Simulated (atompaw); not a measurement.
## Before and after: PAW (atompaw) potential for calcium (Ca)

| Item | Value |
| --- | --- |
| Element | calcium |
| Generator | atompaw 4.2.0.5 |
| Type | PAW |
| Functional | PBE |
| Relativity | scalar-relativistic |
| Frozen core | [Ne] 3s2 |
| Valence charge | 8 |
| Reference configuration | 3p6 3d0 4s0 4p0 (charge +2) |
| Partial waves | 4s (bound, empty): rc 3.00 bohr; 4s channel at 1 Ry: rc 3.00 bohr; 3p (bound): rc 1.55 bohr; 4p (bound, empty): rc 2.40 bohr; 3d (bound, empty): rc 3.00 bohr; 3d channel at -0.75 Ry: rc 2.70 bohr |
| Local potential | ultrasoft scheme with l = 3 at -0.5 Ry, radius 2.45 bohr |
| Core correction | smooth core density matched at 2.20 bohr |
| Augmentation charge | gaussian compensation charge, radius 2.25 bohr; PAW radius 3.00 bohr; waves and projectors: custom polynom2 7 10 vanderbiltortho |

Change: all radii scaled by about 0.77 (s 2.32, p 1.20, d 2.32 bohr); local potential ultrasoft scheme with l = 3 at -0.5 Ry, radius 1.90 bohr; augmentation gaussian compensation charge, radius 1.74 bohr; PAW radius 2.32 bohr; waves and projectors: custom polynom2 7 10 vanderbiltortho; core correction smooth core density matched at 1.70 bohr.

Cutoffs: the cutoffs (Ry, on a coarse ladder) from which the occupation-weighted sum of valence levels, in a spherical-Bessel basis at the reference potential, stays within 10 and 1 mRy of its value at 400 Ry; they do not see the model core or the augmentation charge, which bear on the density cutoff.

What does the change do?

The potential gets harder (25 Ry and 70 Ry → 40 Ry and 230 Ry); a bound ghost appears in s, which as a rule spoils a file. A smaller radius makes the pseudo-wave follow the all-electron one further in, where it bends more sharply, so more plane waves are needed.

| quantity | base | changed |
| --- | --- | --- |
| cutoff, loose | 25 Ry | 40 Ry |
| cutoff, tight | 70 Ry | 230 Ry |
| bound ghosts | none | s |
| lowest overlap eigenvalue by channel | s 0.82, p 0.52, d 1.00 | s 0.35, p 0.70, d 0.58 |

 A true bound ghost makes a file unfit for plane-wave use even where its test errors are small: the radial tests pick states by their node count and pass the ghost by. The cutoffs see the waves, projectors and local potential, not the compensation charge or the core.
